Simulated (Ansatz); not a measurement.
Relaxation of GaH$_{5}$O (7 atoms, charge 0, multiplicity 1), to a largest force component of 0.03 eV/Å in at most 50 steps.

These are results of RKS BLYP-D4/def2-SVP in Ansatz 0.2.0, not measurements.

```xyz
7
Properties=species:S:1:pos:R:3
Ga 0.053 0.332 -0.097
H -0.038 0.143 1.468
H 1.452 0.635 -0.762
H -1.291 0.287 -0.932
O 0.170 -2.472 0.887
H -0.761 -2.754 0.771
H 0.088 -1.719 1.533
```

Where does it end, and by what steps?

The forces met the threshold. After 6 steps the energy has fallen by 0.422 eV; H2 moved furthest, 0.52 Å. Joined: Ga1–O5 (2.97 → 2.23 Å).

```
step  energy less start (eV)  largest force component (eV/Å)  accepted
   0                  0.0000                           0.753       yes
   1                 -0.0807                           1.290       yes
   2                 -0.2406                           1.878       yes
   3                 -0.3653                           0.457       yes
   4                 -0.4028                           0.228       yes
   5                 -0.4203                           0.044       yes
   6                 -0.4215                           0.016       yes
```

```xyz
7
Properties=species:S:1:pos:R:3
Ga 0.023 0.123 0.062
H -0.139 0.647 1.560
H 1.422 0.281 -0.662
H -1.299 -0.066 -0.805
O 0.139 -2.032 0.632
H -0.749 -2.416 0.480
H 0.274 -2.086 1.601
```

Whether the end is a true minimum wasn't checked by a vibrational analysis.

Run time: 11 s on 1 thread of Arm Neoverse V2 (shared host), peak memory 0.12 GiB.
